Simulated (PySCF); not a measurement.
Isomers C4H2N4:

A. SMILES N#Cc1ccnnn1
B. `InChI=1S/C4H2N4/c5-1-4-2-6-8-7-3-4/h2-3H`
C. `N#Cc1nccnn1`

Spectrum 1. 13C{1H} NMR (computed): δ 155.2 (CH), 154.0 (C), 152.4 (CH), 120.7 (C).

Spectrum 2. 13C{1H} NMR (computed): δ 153.0 (CH), 119.5 (C), 111.2 (C).

Spectrum 3. 13C{1H} NMR (computed): δ 153.1 (CH), 142.2 (C), 128.9 (CH), 120.9 (C).

PySCF 2.14.0 with density-fitted response routines calculation with shielding tensors at PBE0/pcSseg-1 (GIAO), spin–spin couplings from B3LYP/pcJ-1 (spin–dipole term left out of most H,H and C,H couplings) and geometry from GFN2-xTB; non-relativistic, rapidly exchanging positions averaged, one computed conformer, in vacuum.

Scale: 13C vs TMS (reference shieldings calculated alike). Shifts are as computed. Against solution values, carbons near 30 ppm lie about +3 ppm off and those near 130 ppm about +5 ppm. Of 1211 compounds with measured shifts, 218 miss one by over three times the rms of a fit or turn the order of signals round; such compounds aren't used in these exercises.

Match each spectrum to its structure.

## Answers

1–C, 2–B, 3–A.

- Spectrum 1 (C): 4 13C signals; δC 155.2 is an aromatic CH next to a ring nitrogen; δC 152.4 is an aromatic CH next to a ring nitrogen.
- Spectrum 2 (B): 3 13C signals; δC 153.0 is an aromatic CH next to a ring nitrogen; δC 119.5 is a nitrile carbon.
- Spectrum 3 (A): 4 13C signals; δC 153.1 is an aromatic CH next to a ring nitrogen; δC 128.9 is an aromatic CH.
